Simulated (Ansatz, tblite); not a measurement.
Forces on Al10As10H30, a nanocrystal cut from zinc blende AlAs (hydrogen-capped) at its r2SCAN-D4/def2-SVP geometry. Charge 0, multiplicity 1.

The xTB rows come from tblite. Single mean-field runs in def2-SVP are fitted with def2-universal-jkfit.

GFN2-xTB (tblite), largest force 0.74 eV/Å:

```xyz
50
positions Å, forces eV/Å
Al   -0.991    2.840   -0.947   -0.002    0.212   -0.223
Al   -4.579   -0.043   -0.365   -0.037   -0.008    0.190
Al    0.339   -0.179   -3.129    0.130    0.101   -0.250
Al   -2.447   -3.009   -1.863   -0.573    0.178    0.267
Al   -2.289    2.156    2.961    0.408   -0.059    0.495
Al    2.724    1.513   -0.441    0.159    0.226   -0.129
Al    1.463    1.678    4.015    0.038   -0.164    0.088
Al   -0.396   -0.786    0.850   -0.231   -0.480    0.512
Al    1.928   -4.018   -1.080   -0.148   -0.124    0.047
Al    3.386   -1.897    1.891   -0.086   -0.602   -0.247
As   -3.396    2.113   -1.069    0.202   -0.287    0.166
As   -1.088    3.735    1.376   -0.258   -0.294   -0.013
As    0.400    0.803   -0.866    0.201    0.395   -0.425
As   -2.630   -1.542    0.142   -0.232    0.146   -0.401
As   -1.957   -1.095   -3.457    0.212   -0.270    0.214
As    1.505   -2.407   -3.021   -0.126    0.103    0.365
As   -0.468    0.454    2.976    0.129    0.454    0.050
As    2.871    2.253    1.959   -0.302   -0.245   -0.034
As    4.079   -0.560   -0.156   -0.190    0.058    0.340
As    1.223   -2.640    0.900    0.392   -0.024   -0.279
H    -0.615    3.873   -2.092   -0.107   -0.153    0.214
H    -5.509    0.259    0.884    0.081   -0.091   -0.303
H    -5.154   -0.563   -1.763    0.008    0.085    0.096
H     0.900    0.750   -4.287   -0.105   -0.203    0.169
H    -3.799   -3.763   -2.213    0.326    0.043   -0.024
H    -1.016   -3.721   -1.950    0.072   -0.006   -0.039
H    -3.487    1.748    1.980   -0.018    0.023   -0.064
H    -2.534    2.809    4.388   -0.090   -0.076   -0.319
H     3.298    2.597   -1.449   -0.061   -0.185    0.205
H     0.880    3.114    4.406    0.088   -0.078   -0.020
H     2.330    0.807    5.018   -0.178    0.253   -0.111
H     1.075   -5.339   -1.296    0.265    0.201    0.036
H     3.527   -4.030   -1.026   -0.117   -0.022   -0.053
H     3.195   -0.669    2.899    0.017    0.082   -0.010
H     4.378   -3.102    2.186   -0.106    0.319    0.038
H    -4.145    3.278   -0.466    0.012   -0.040   -0.283
H    -3.776    2.389   -2.508   -0.130    0.178    0.137
H    -1.787    5.069    1.260    0.248    0.071    0.053
H     0.257    4.240    1.834   -0.112    0.202   -0.033
H    -3.080   -2.459    1.257    0.023   -0.058    0.102
H    -2.992    0.000   -3.512   -0.004   -0.060   -0.226
H    -2.014   -1.517   -4.905   -0.156    0.213   -0.006
H     0.878   -3.190   -4.150    0.258    0.119   -0.029
H     2.830   -2.144   -3.705   -0.124   -0.156   -0.166
H    -0.907   -0.574    3.995   -0.041   -0.105    0.022
H     2.942    3.763    1.856    0.236   -0.077    0.087
H     4.323    2.035    2.311   -0.101    0.259   -0.066
H     5.512   -0.089   -0.080   -0.010   -0.113   -0.241
H     4.176   -1.331   -1.449    0.217    0.086    0.020
H     0.641   -3.612    1.902   -0.080   -0.026    0.082
```

r2SCAN-D4/def2-SVP (Ansatz), largest force 0.03 eV/Å:

```
Al 0.011 0.000 -0.004
Al -0.006 0.002 0.004
Al -0.002 -0.012 0.001
Al 0.013 0.007 0.003
Al -0.015 0.002 -0.005
Al 0.011 0.000 0.002
Al -0.001 0.011 0.001
Al 0.002 0.004 -0.004
Al 0.010 -0.013 -0.003
Al 0.007 -0.002 -0.004
As 0.004 -0.006 0.007
As -0.001 0.007 0.010
As -0.003 -0.003 0.001
As 0.000 -0.001 -0.005
As 0.011 -0.005 0.000
As -0.018 0.014 0.018
As 0.008 0.002 0.007
As -0.011 0.005 -0.007
As 0.004 -0.005 -0.015
As 0.001 -0.002 -0.008
H 0.000 0.000 0.003
H 0.003 -0.001 -0.004
H 0.003 0.004 0.009
H 0.002 -0.002 0.000
H -0.014 -0.003 -0.003
H -0.005 -0.008 0.006
H 0.003 -0.005 0.008
H 0.000 -0.006 -0.007
H -0.003 0.001 0.003
H -0.001 -0.004 0.002
H -0.003 0.001 -0.007
H 0.007 0.023 0.001
H -0.019 -0.002 0.001
H -0.001 0.001 0.000
H -0.002 0.004 0.000
H -0.008 0.003 0.003
H 0.002 0.002 -0.009
H -0.001 -0.006 0.006
H 0.002 -0.002 -0.011
H -0.002 0.000 0.003
H -0.001 0.010 -0.007
H -0.003 -0.004 -0.002
H -0.003 -0.006 -0.012
H 0.016 -0.004 -0.001
H -0.001 -0.001 -0.004
H -0.003 -0.002 0.010
H 0.007 -0.001 -0.005
H -0.010 -0.004 0.001
H 0.004 0.005 0.013
H 0.003 -0.001 0.002
```

PBE0-D4/def2-SVP (Ansatz), largest force 0.07 eV/Å:

```
Al 0.008 -0.045 0.022
Al 0.040 0.006 0.006
Al -0.010 -0.031 0.049
Al 0.045 0.026 0.019
Al -0.006 -0.022 -0.037
Al -0.024 -0.029 0.029
Al -0.012 -0.003 -0.040
Al 0.017 0.035 -0.039
Al -0.009 0.029 0.004
Al -0.025 0.024 -0.010
As 0.042 -0.017 0.018
As 0.017 -0.012 0.003
As -0.019 -0.036 0.036
As 0.048 0.029 -0.015
As 0.018 0.012 0.021
As -0.039 0.044 0.040
As 0.017 0.001 -0.049
As -0.031 -0.017 -0.034
As -0.023 -0.005 -0.026
As -0.016 0.049 -0.028
H -0.002 -0.003 0.009
H 0.010 0.008 0.007
H 0.009 0.000 0.001
H -0.002 -0.007 0.003
H -0.020 0.007 -0.005
H 0.016 -0.008 0.011
H -0.002 -0.016 -0.007
H 0.012 -0.002 -0.005
H -0.003 -0.005 0.008
H -0.009 0.001 -0.005
H 0.005 -0.011 -0.014
H -0.008 0.025 -0.003
H -0.013 0.006 0.005
H -0.013 0.016 0.005
H -0.001 0.000 -0.012
H -0.007 0.004 0.019
H 0.010 -0.012 -0.015
H -0.013 -0.011 0.003
H 0.010 -0.021 -0.014
H 0.001 0.003 0.002
H 0.005 0.018 0.013
H 0.006 -0.015 0.000
H -0.018 -0.011 -0.009
H 0.023 0.005 0.013
H 0.000 0.000 -0.008
H -0.020 0.000 0.006
H 0.012 -0.017 -0.003
H -0.011 0.001 0.014
H -0.017 0.003 0.012
H 0.003 0.003 0.000
```
